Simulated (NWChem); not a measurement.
Species: SiICl, singlet; SMILES Cl[Si]I

```xyz
3

Si     1.0534    -1.1200     0.0000
Cl    -0.5449    -2.4659     0.0000
I     -0.1035     1.0868     0.0000
```
Atoms are numbered in this order, from 1.

Results from NWChem. Low-valent species are run as closed-shell singlets; no triplet was tried in these runs. Coordinates come from a PBE0/def2-SVP optimisation. def2 effective core potentials on I; no spin-orbit coupling. Ions are spin-unrestricted doublets at the neutral geometry; other ion states weren't tried. Functional: LC-ωPBE (HJS hole) with def2-SVP; rows give the range parameter ω in 1/bohr.

```csv
range parameter (1/bohr),"vertical ionisation energy, ΔSCF (eV)",−ε(HOMO) (eV),ΔSCF minus −ε(HOMO) (eV)
0.05,9.21,7.05,2.16
0.15,9.30,8.29,1.01
0.20,9.38,8.74,0.64
0.25,9.46,9.10,0.36
0.50,…,…,…
```

### Question
Complete the blanks.

### Answer

- 0.50, vertical ionisation energy, ΔSCF (eV): 9.73
- 0.50, −ε(HOMO) (eV): 10.11
- 0.50, ΔSCF minus −ε(HOMO) (eV): -0.38
